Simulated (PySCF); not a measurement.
Input for PySCF: U-B3LYP/6-31G* on CH6BeSi (SMILES [CH3][Be][SiH3]), a point of a bond scan (R = 2.606 Å).

```python
from pyscf import gto, scf, dft, mp
from pyscf.data.elements import chemcore

mol = gto.M(
    atom='''
    Be   -0.09423418    0.60885896   -0.43233624
    C    -0.30367175    1.96206151   -1.39321311
    H    -1.09943238    2.61396247   -1.01624744
    H    -0.57125009    1.69742265   -2.42213540
    H     0.60550301    2.57087395   -1.44854529
    Si    0.17948039   -1.15964546    0.82343660
    H     0.23887072   -3.36395218   -0.56629076
    H    -0.91392648   -1.32087649    1.82186631
    H     1.45193001   -1.11490180    1.59626639
    ''',
    basis='6-31g*',
    cart=True,
    charge=0, spin=0, verbose=3, max_memory=1800)
mf = dft.UKS(mol, xc='b3lyp')
mf.conv_tol = 1e-8
mf.max_cycle = 100
mf.init_guess_breaksym = True
mf.kernel()
if not mf.converged:
    mf = mf.newton().run(mf.mo_coeff, mf.mo_occ)
for _ in range(4):
    mo, _, stable, _ = mf.stability(return_status=True)
    if stable:
        break
    mf.kernel(mf.make_rdm1(mo, mf.mo_occ))
```

It printed:

```
converged SCF energy = -345.844876297568  <S^2> = 3.2240575e-06  2S+1 = 1.0000064
<class 'pyscf.dft.uks.UKS'> wavefunction has an internal instability
converged SCF energy = -345.845332013234  <S^2> = 0.15017163  2S+1 = 1.2651824
<class 'pyscf.dft.uks.UKS'> wavefunction is stable in the internal stability analysis
```

Self-consistency was reached. Its determinant has ⟨S²⟩ = 0.15, a mixture of spin states.

Cost: roughly 100 core-seconds.
